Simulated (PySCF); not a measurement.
Start geometry of `C(S(C)(=O)=O)(C)C` from GFN2-xTB (Å):
```
atom  x, y, z in Å
C1    -1.392    1.364   -0.421
C2    -0.658    0.286    0.287
C3    -1.178   -1.099   -0.047
S4     1.110    0.432   -0.316
C5     2.025   -0.824    0.607
O6     1.583    1.729    0.050
O7     1.122    0.067   -1.704
H8    -0.928    2.355   -0.228
H9    -1.380    1.216   -1.479
H10   -2.454    1.421   -0.092
H11   -0.611    0.475    1.370
H12   -0.924   -1.314   -1.072
H13   -0.717   -1.839    0.581
H14   -2.252   -1.152    0.111
H15    1.806   -0.704    1.671
H16    3.075   -0.611    0.432
H17    1.755   -1.789    0.259
```

Question: What comes out of this run: PBE0-D3(BJ)/def2-TZVP geometry optimisation, gas phase (PySCF)?

Answer: 
```
atom  x, y, z in Å
C1    -1.6957    1.0525   -0.2471
C2    -0.6320    0.1131    0.2990
C3    -0.8805   -1.3342   -0.0812
S4     0.9517    0.6976   -0.3193
C5     2.1576   -0.3519    0.4455
O6     1.1559    2.0268    0.1942
O7     1.0006    0.4623   -1.7391
H8    -1.4870    2.0880    0.0209
H9    -1.7491    0.9773   -1.3348
H10   -2.6672    0.7731    0.1650
H11   -0.5557    0.2286    1.3850
H12   -0.8314   -1.4562   -1.1646
H13   -0.1638   -2.0162    0.3789
H14   -1.8775   -1.6299    0.2525
H15    2.0585   -0.2946    1.5287
H16    3.1209    0.0566    0.1390
H17    2.0533   -1.3722    0.0828
```

The energy falls by 0.162 eV over 9 energy and gradient evaluations, the largest force component goes from 0.0318 to 1.4e-04 Eh/bohr, and the atoms move by 0.082 Å rms after alignment. The bond that changes most is C2–S4 (sp3 carbon bound to sulfur to sulfonyl sulfur), which shortens by 0.076 Å. Bonds longer at the end by more than 0.005 Å: 7 of 16; shorter: 5. Among the angles that change most is H12–C3–H14, from 111.1° to 108.3°. Among the dihedrals that turn most is S4–C2–C3–H12, from -47° to -57°. Rotational constants go from 3028, 2014, 1658 to 3039, 2033, 1680 MHz. The orientation of the end geometry is arbitrary; only internal coordinates are fixed.

The run used 283 basis functions and 64 SCF cycles in all.

Not checked by PBE0-D3(BJ)/def2-TZVP frequencies. One conformer, not necessarily the lowest.
